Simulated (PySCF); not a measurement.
# Stretching SbBr

Set-up: PySCF, scalar-relativistic core potentials, basis sets Sb cc-pVDZ-PP with ECP28, Br cc-pVDZ-PP with ECP10. Energies in eV from Sb + Br in their ground configurations at the same level. State: ³Σ⁻ (triplet), unpaired electrons π ↑↑.

| R (Å) | PBE | UHF-SCS-MP2 | LC-ωPBE |
| --- | --- | --- | --- |
| 2.167 | -1.668 | -0.819 | -1.384 |
| 2.268 | -2.348 | -1.519 | -2.001 |
| 2.369 | -2.720 | -1.903 | -2.313 |
| 2.444 | -2.857 | -2.044 | -2.405 |
| 2.520 | -2.905 | -2.094 | -2.410 |
| 2.596 | -2.887 | -2.075 | -2.350 |
| 2.696 | -2.790 | -1.975 | -2.199 |
| 2.822 | -2.595 | -1.762 | -1.939 |
| 2.974 | -2.303 | -1.378 | -1.574 |
| 3.175 | -1.888 | -0.838 | -1.091 |

Question: Put a parabola through the three lowest points of the PBE curve and estimate Re, k and ωe (reduced mass 47.75 u; 1 eV/Å² = 0.16022 mdyn/Å; ωe = 1302.8·√(k/μ) cm⁻¹).

Answer: Through R = 2.444, 2.52, 2.596 Å the second-order coefficient is 5.71 eV/Å², so Re ≈ 2.537 Å, k ≈ 1.83 mdyn/Å and ωe ≈ 255 cm⁻¹. A polynomial fit of higher order to the unrounded PBE energies gives Re = 2.534 Å, k = 1.74 mdyn/Å, ωe = 248 cm⁻¹; anharmonicity and rounding make the difference.

The higher-order fit for each curve: PBE: Re = 2.534 Å, ωe = 248 cm⁻¹, De = 2.91 eV; UHF-SCS-MP2: Re = 2.534 Å, ωe = 252 cm⁻¹, De = 2.09 eV; LC-ωPBE: Re = 2.486 Å, ωe = 271 cm⁻¹, De = 2.42 eV.

Correlated steps freeze 8 core orbitals. Correlated levels converge slowly with the basis: in double zeta they bind strong bonds too weakly, by up to about 1 eV, and carry superposition errors of some tenths. ⟨S²⟩ of the unrestricted solution departs from its pure value on part of the curve, where spin states mix. These are scalar-relativistic numbers at best; spin–orbit coupling would shift them, the dissociation energy most. The state is the lowest determinant that a PBE0 search found; another state may lie lower at other levels.
